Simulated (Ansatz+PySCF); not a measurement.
Values are calculated unless marked as measured or tabulated.
Input for Ansatz (development build ahead of 0.2.0):

```yaml
crystal:
  periodic: [false, false, false]
  atoms:
    - { symbol: H, position_ang: [0.0, 0.0, -0.38044] }
    - { symbol: H, position_ang: [0.0, 0.0, 0.38044] }
basis:
  gaussian: { orbitals: def2-SVP }
magnetization:
  spin_polarized: true
hamiltonian:
  xc: hf
correlation:
  method: mp2
  frozen_orbitals: { H: 0 }
scf:
  omitted_lower_state_checks: [stability, starts, atomic_configurations, cluster_reference, orbital_swaps, given_window_search, neighbouring_geometries, increment]
```

The input is written out in the form of the current development build from the run's settings.

Output:

```json
{"Converged": "yes", "Reference energy": "-1.12879 hartree", "Correlation energy": "-0.02644 hartree", "Total energy": "-1.15523 hartree", "Spin squared of the determinant": "0.000"}
```
